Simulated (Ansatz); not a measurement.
Basis-set extrapolation for `Cc1cc(C)c(C)c(C)c1C` (PBE0-D4/def2-TZVP geometry, frozen core, the Gaussian-basis code of Ansatz). Multiplicity 1, RHF reference.

|  | def2-TZVPP | def2-QZVPP |
| --- | --- | --- |
| HF | -426.025878 | -426.044305 |
| MP2 correlation | -1.839363 | -1.952595 |
| CCSD(T) correlation | -1.997946 | not run |

Energies in hartree. Use E(X) = E(∞) + A·exp(−7.88·√X) for Hartree–Fock and E(X) = E(∞) + B·X^(−2.97) for correlation, with X = 3 and 4, and add CCSD(T) minus MP2 of the smaller set to the MP2 limit.

Q: What is the CCSD(T) energy at the basis-set limit?

A: HF limit: -426.044305 + (-0.018427) × 0.13774 = -426.04684. MP2 limit: -1.952595 + (-0.113232) × 0.74074 = -2.03647. Higher-order term: -1.997946 − (-1.839363) = -0.15858. Total: -428.24189 hartree, 5.93 eV below CCSD(T)/def2-TZVPP.
